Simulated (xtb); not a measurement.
C3H8N, charge +2, doublet, geometry from GFN2-xTB of the parent state (a state made from the parent by changing its charge; the spin is typed, not shown lowest); GFN2-xTB (xtb).

The xtb input:
```
$ xtb mol.xyz --gfn 2 --chrg 2 --uhf 1 --json

# file mol.xyz
12

C     -0.62667224     1.28621302     0.14329601
C     -0.01933799    -0.03669344     0.39344739
C      1.43057375    -0.11714234    -0.07366094
N     -0.79208577    -1.07592181    -0.32245454
H     -0.42635380     1.79297116    -0.78303827
H     -1.47513026     1.61073911     0.71632173
H     -0.08000978    -0.29774481     1.45626300
H      2.04796456     0.56417111     0.50512215
H      1.50318320     0.15377893    -1.12483008
H      1.80094900    -1.13067584     0.05145895
H     -0.77226340    -0.89055284    -1.32089195
H     -1.76112015    -1.06549754    -0.02171849
```

Question: Predict the main parts of the log of this xtb run.

Answer: 
```
   ID    Z sym.   atoms
    1    6 C      1-3
    2    7 N      4
    3    1 H      5-12

           -------------------------------------------------
          |                Calculation Setup                |
           -------------------------------------------------

           -------------------------------------------------
          |                 G F N 2 - x T B                 |
           -------------------------------------------------

          ...................................................
          :                      SETUP                      :
          :.................................................:
          :  # basis functions                  24          :
          :  # atomic orbitals                  24          :
          :  # shells                           16          :
          :  # electrons                        23          :
          :  max. iterations                   250          :
          :  Hamiltonian                  GFN2-xTB          :
          :  restarted?                      false          :
          :  GBSA solvation                  false          :
          :  PC potential                    false          :
          :  electronic temp.          300.0000000     K    :
          :  accuracy                    1.0000000          :
          :  -> integral cutoff          0.2500000E+02      :
          :  -> integral neglect         0.1000000E-07      :
          :  -> SCF convergence          0.1000000E-05 Eh   :
          :  -> wf. convergence          0.1000000E-03 e    :
          :  Broyden damping             0.4000000          :
          :  net charge                          2          :
          :  unpaired electrons                  1          :
          ...................................................

 iter      E             dE          RMSdq      gap      omega  full diag
   1    -11.9493605 -0.119494E+02  0.612E+00    1.11       0.0  T
   2    -12.0224234 -0.730629E-01  0.596E+00    1.59       1.0  T
   3    -12.2322033 -0.209780E+00  0.335E+00    1.20       1.0  T
   4    -12.0768844  0.155319E+00  0.379E+00    0.72       1.0  T
   5    -12.2659000 -0.189016E+00  0.160E+00    1.49       1.0  T
   6    -12.2883241 -0.224241E-01  0.571E-01    0.90       1.0  T
   7    -12.2813886  0.693552E-02  0.846E-01    0.95       1.0  T
   8    -12.2896599 -0.827128E-02  0.433E-01    0.91       1.0  T
   9    -12.2919524 -0.229260E-02  0.112E-01    0.92       1.0  T
[...]
         :: total energy             -12.108139048094 Eh    ::
[...]
    10   1 H        0.925     0.255     0.860     1.450
    11   1 H        0.860     0.295     0.728     1.337
    12   1 H        0.860     0.289     0.748     1.355

 Mol. C6AA /au·bohr⁶  :        700.005786
 Mol. C8AA /au·bohr⁸  :      15664.019765
 Mol. α(0) /au        :         40.170879

Wiberg/Mayer (AO) data.
largest (>0.10) Wiberg bond orders for each atom

 ---------------------------------------------------------------------------
     #   Z sym  total        # sym  WBO       # sym  WBO       # sym  WBO
 ---------------------------------------------------------------------------
     1   6 C    3.522 --     2 C    1.079     6 H    0.923     5 H    0.912
                             4 N    0.447
     2   6 C    3.943 --     1 C    1.079     3 C    1.073     4 N    0.985
                             7 H    0.761
     3   6 C    3.862 --     2 C    1.073     8 H    0.907    10 H    0.821
                             9 H    0.776     4 N    0.124
     4   7 N    3.476 --     2 C    0.985    12 H    0.900    11 H    0.888
                             1 C    0.447     3 C    0.124
     5   1 H    0.937 --     1 C    0.912
     6   1 H    0.937 --     1 C    0.923
     7   1 H    0.905 --     2 C    0.761
     8   1 H    0.947 --     3 C    0.907
     9   1 H    0.912 --     3 C    0.776
    10   1 H    0.923 --     3 C    0.821
    11   1 H    0.912 --     4 N    0.888
    12   1 H    0.916 --     4 N    0.900
 ---------------------------------------------------------------------------

Topologies differ in total number of bonds
Writing topology from bond orders to xtbtopo.mol

molecular dipole:
                 x           y           z       tot (Debye)
 q only:       -0.270       0.466      -0.213
   full:       -0.495       0.640      -0.223       2.132
molecular quadrupole (traceless):
                xx          xy          yy          xz          yz          zz
 q only:        5.429      -1.832      -0.911      -0.638       0.812      -4.518
  q+dip:        4.863      -2.131      -1.793      -1.101       0.178      -3.070
   full:        5.237      -1.532      -1.674      -0.242       0.759      -3.563

           -------------------------------------------------
          | TOTAL ENERGY              -12.108139048094 Eh   |
          | GRADIENT NORM               0.103537067924 Eh/α |
          | HOMO-LUMO GAP               0.908864737970 eV   |
           -------------------------------------------------

normal termination of xtb
```
